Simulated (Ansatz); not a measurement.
An input meant for (LiSH)2 ring (Li₂H₂S₂) (charge 0, singlet; with a point charge).

```yaml
crystal:
  periodic: [false, false, false]
  atoms:
    - {symbol: Li, position_ang: [1.371008, -2.010534, -1.720936]}
    - {symbol: S, position_ang: [3.837982, 0.497671, 1.980629]}
    - {symbol: Li, position_ang: [-1.223872, 0.666092, 2.634751]}
    - {symbol: S, position_ang: [-3.649604, -2.218993, -0.810642]}
    - {symbol: H, position_ang: [4.157983, 3.102353, 0.570677]}
    - {symbol: H, position_ang: [-4.493475, -0.036590, -2.654478]}
basis:
  gaussian: {orbitals: def2-mTZVPP, point_charges: [{charge: -1.00, position_ang: [6.376, -0.900, 0.667]}]}
hamiltonian: {xc: {name: rPW86-PBE}}
scf: {omitted_lower_state_checks: [starts]}
```

```sh
$ ansatz run in.yaml --threads 4 --pin off --events-out ev --progress --plain --max-ram 3916MiB
```

It prints (some lines left out):

```
Functional definition: rPW86-PBE
878 factors; their error is unknown
mean field evaluation 1: about -22090.6075 eV, gradient 5.4e1 eV
mean field evaluation 2: about -21772.4542 eV, gradient 1.1e2 eV
mean field evaluation 4: about -21973.3724 eV, gradient 6.8e1 eV
mean field evaluation 8: about -22093.7310 eV, gradient 5.5e1 eV
mean field evaluation 16: about -22122.5183 eV, gradient 8.0e-1 eV
mean field -22122.50614941 eV, -812.9871058175 hartree, gradient 2.4e-5 eV, S^2 0.000000; 0 other end points of the search recorded, 0 dependent functions left out
reference -22122.50631340 eV, -812.9871118439 hartree; 20, 20 occupied and 66, 66 virtual orbitals, 878 factors
Total energy: -22122.50631340 eV, -812.9871118439 hartree
Checks for a lower state left out: starts
```

In this input the geometry is stretched to more than twice its size. The calculation finished and met its thresholds. The result belongs to that input, not to the species as meant.
